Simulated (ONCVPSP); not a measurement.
**Building the ONCV potential for gadolinium (Gd) (revPBE, fully relativistic).**

ONCVPSP 4.0.1 input, shortened (lines: element, Z, core and valence counts, functional; n l f; lmax; l rc ep ncon nbas qcut; lloc lpopt rc5 dvloc0; l nproj debl; icmod fcfact rcfact), revPBE, fully relativistic:

```
  Gd 64.00    9    5  -102130      upf
    1    0    2.00
    2    0    2.00
    2    1    6.00
    3    0    2.00
    3    1    6.00
    3    2   10.00
    4    0    2.00
    4    1    6.00
    4    2   10.00
    4    3    7.00
    5    0    2.00
    5    1    6.00
    5    2    1.00
    6    0    2.00
    3
    0    2.35    0.00    4    7    5.60
    1    1.85    0.00    4    8    8.70
    2    3.05    0.00    3    7    4.50
    3    0.90    0.00    3    7   22.40
    3    5    0.90    0.00
    0    2    0.50
    1    1    3.70
    2    2    2.10
    3    0    3.80
    3    3.50    1.55
```

Open shells are filled in proportion to 2j + 1.

All-electron outer shells of the reference configuration (revPBE, scalar-relativistic, ld1.x):

| shell | level (eV) | outermost node (bohr) | outermost maximum (bohr) |
| --- | --- | --- | --- |
| 4d | -147.73 | 0.27 | 0.56 |
| 5s | -49.74 | 0.65 | 1.20 |
| 5p | -27.26 | 0.70 | 1.35 |
| 4f | -8.68 | – | 0.56 |
| 6s | -4.08 | 1.60 | 3.42 |
| 5d | -2.49 | 0.79 | 1.95 |

Calculated quality:

* Cutoffs needed: 177 Ha and 198 Ha (the cutoffs (Ha) at which the residual kinetic energy of the hardest occupied pseudo-wave falls to 1 and 0.1 mHa per electron)
* Ghost test: ghosts flagged at negative energy: s at -947.8 eV, s at -39.8 eV, p3/2 at -751.3 eV, d5/2 at -353.5 eV, p1/2 at -690.1 eV and 1 more; no localised positive-energy state flagged; a true bound ghost makes a file unfit for plane-wave use
* Configuration tests: 1 of 4 tests not solved or not reliable
* rms error of d²Exc/dni dnj: 7.97 mHa without and 4.07 mHa with the model core

Note: ghosts flagged at negative energy: s at -947.8 eV, s at -39.8 eV, p3/2 at -751.3 eV, d5/2 at -353.5 eV, p1/2 at -690.1 eV and 1 more; no localised positive-energy state flagged. A true bound ghost makes a file unfit for plane-wave use. The potential misses its own reference levels by up to 0.4 eV.

Generation and tests took about 10 s on one core of a shared server CPU.
